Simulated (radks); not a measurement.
The numbers below are computed, except where a source is named.
Species: neutral bismuth. Configuration: [Hg] 6p3 (the NIST ground configuration).

Level of theory: scalar-relativistic Kohn-Sham, LDA (Slater exchange, VWN5 correlation), spin-polarised, spherical densities, finite nucleus; open shells are filled with parallel spins first (spin-orbit coupling, left out, can overturn this in heavy ions); Fermi nuclear charge, rms radius 5.5211 fm (a radial shooting solver on a logarithmic mesh with Libxc functionals).

Energy parts (eV):
part                       energy
total                  -585396.12
kinetic                 663288.93
electron-nucleus      -1463080.49
Hartree                 224821.89
exchange-correlation    -10426.44

Orbitals (lengths in bohr, moments of r in powers of bohr):
orbital  occ.  eigenvalue (eV)   <1/r>       <r^4>
1s up       1        -90546.47   103.1   3.337e-07
1s down     1        -90546.43   103.1   3.337e-07
2s up       1        -16271.57   24.24  0.00004790
2s down     1        -16271.56   24.24  0.00004790
2p up       3        -13931.21   21.22  0.00004001
2p down     3        -13931.19   21.22  0.00004001
3s up       1        -3927.375   8.980    0.001716
3s down     1        -3927.353   8.980    0.001716
3p up       3        -3258.390   8.106    0.001922
3p down     3        -3258.366   8.106    0.001922
3d up       5        -2583.561   7.602    0.001475
3d down     5        -2583.539   7.602    0.001475
4s up       1        -900.4335   3.877     0.03718
4s down     1        -900.3977   3.877     0.03717
4p up       3        -681.0621   3.479     0.05005
4p down     3        -681.0231   3.479     0.05004
4d up       5        -429.7291   3.130     0.06670
4d down     5        -429.6859   3.131     0.06668
4f up       7        -152.7749   2.745      0.1041
4f down     7        -152.7269   2.745      0.1040
5s up       1        -157.7296   1.649      0.8559
5s down     1        -157.6315   1.649      0.8547
5p up       3         -95.8224   1.412       1.523
5p down     3         -95.7065   1.413       1.513
5d up       5         -27.1518   1.061       5.451
5d down     5         -26.8266   1.068       5.189
6s up       1         -15.1662  0.5887       44.57
6s down     1         -13.8400  0.5974       43.55
6p up       3          -5.2723  0.4206       183.5
6p down     0          -3.7927  0.4118       235.3

The highest occupied level is 6p up at -5.272 eV. Spin moment in Bohr magnetons: 3. The spin density at the nucleus is -14.67 e/bohr^3 (1s -0.69, 2s 0.21, 3s 0.15, 4s -0.06, 5s -0.01, 6s -14.27). Summed over all electrons, <r^2> = 74.58 bohr^2, which gives a Langevin (diamagnetic) susceptibility term of -59.1 x 10^-6 cm^3/mol. The density falls to 0.001 e/bohr^3 at r = 4.75 bohr.
